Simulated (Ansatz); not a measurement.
Reactions of C$_{2}$H$_{5}$ClGeO (`[CH3][GeH]([Cl])[CH]=O`).

Gas-phase electronic energies from Ansatz, PBE0-D4/def2-TZVP geometries. CCSD(T)/CBS adds triple-zeta CCSD(T) − MP2 to the extrapolated MP2 energy (def2 sets, frozen cores). This one scheme is used for every species. DFT in def2-TZVPP. For Br, Ga, Ge, Mg, Se outer-core shells are correlated without core-valence functions, which leaves a few kJ/mol of doubt a bond. Scalar relativity is left out up to krypton. One conformer a species, not always the lowest.

```csv
reaction,PBE-D4 (kJ/mol),B2PLYP (kJ/mol),PBE0-D4 (kJ/mol),ωB97M-V (kJ/mol),CCSD(T)/CBS(def2) (kJ/mol)
`[CH3][GeH]([Cl])[CH]=O` + `[CH3][GaH][F]` → `O=[CH][GeH2][Cl]` + `[CH3][Ga]([CH3])[F]`,2,2,3,5,2
`[CH3][GeH]([Cl])[CH]=O` + `N[SiH](Cl)Br` → `[CH3][GeH]([Cl])[Cl]` + `N[SiH](Br)C=O`,12,12,12,13,14
`[CH3][GeH]([Cl])[CH]=O` + `[F][Mg][SH]` → `C[S][Mg][F]` + `O=[CH][GeH2][Cl]`,70,74,73,76,77
`[CH3][GeH]([Cl])[CH]=O` + H₂O → `[CH3][GeH]([OH])[Cl]` + `C=O`,-45,-60,-50,-57,-55
`[CH3][GeH]([Cl])[CH]=O` + `N[SiH]([SiH3])Br` → `[CH3][GeH]([SiH3])[Cl]` + `N[SiH](Br)C=O`,-19,-23,-21,-26,-24
`[CH3][GeH]([Cl])[CH]=O` + `C[S][Al]([F])[Cl]` → `[CH3][GeH]([F])[CH]=O` + `C[S][Al]([Cl])[Cl]`,36,38,36,36,38
`[CH3][GeH]([Cl])[CH]=O` + `OCS[SiH3]` → `COCS[SiH3]` + `O=[CH][GeH2][Cl]`,72,73,74,74,78
`[CH3][GeH]([Cl])[CH]=O` + H₂Se → `[CH3][GeH]([Cl])[SeH]` + `C=O`,-77,-81,-82,-80,-83
`[CH3][GeH]([Cl])[CH]=O` + `CN[SiH3]` → `CN[SiH2]C=O` + `[CH3][GeH2][Cl]`,-4,-4,-6,-7,-7
`[CH3][GeH]([Cl])[CH]=O` + `OCC1CO1` → `[CH3][GeH2][Cl]` + `O=COCC1CO1`,-62,-63,-65,-64,-58
```

Largest T1 diagnostic: 0.015, for `C=O`.
